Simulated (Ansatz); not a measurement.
Ansatz (a program for electronic structure) input:

Ansatz 0.2 input:
```yaml
crystal:
  periodic: [false, false, false]
  atoms:
    - {symbol: Ge, position_ang: [1.67163461, -0.06922280, -0.29331922]}
    - {symbol: C, position_ang: [-0.35095166, -0.03957967, 0.01211077]}
    - {symbol: C, position_ang: [-1.26687799, -0.87063549, -0.54216866]}
    - {symbol: C, position_ang: [-2.62055580, -0.54231611, -0.08829356]}
    - {symbol: C, position_ang: [-2.56975575, 0.50568549, 0.75595942]}
    - {symbol: C, position_ang: [-1.12774277, 0.91701806, 0.89385100]}
    - {symbol: H, position_ang: [2.00539692, -0.20624113, 1.29052214]}
    - {symbol: H, position_ang: [1.80541874, 1.54909252, -0.22551547]}
    - {symbol: H, position_ang: [-1.03846456, -1.67448774, -1.23258067]}
    - {symbol: H, position_ang: [-3.52163543, -1.06511378, -0.39213357]}
    - {symbol: H, position_ang: [-3.40848475, 0.98108231, 1.24847290]}
    - {symbol: H, position_ang: [-0.76803215, 0.85685945, 1.92738281]}
    - {symbol: H, position_ang: [-0.95120214, 1.95290452, 0.58131275]}
basis:
  gaussian:
    orbitals: def2-TZVPD
hamiltonian:
  xc: {name: r2SCAN}
total_charge: -1
output: {forces: true}
```

Predict the final energy.

-2271.66119 Eh (r2SCAN/def2-TZVPD). The basis has 302 functions.

It need not be the lowest isomer of its formula. Whether it binds its extra electron was not tested at this geometry.
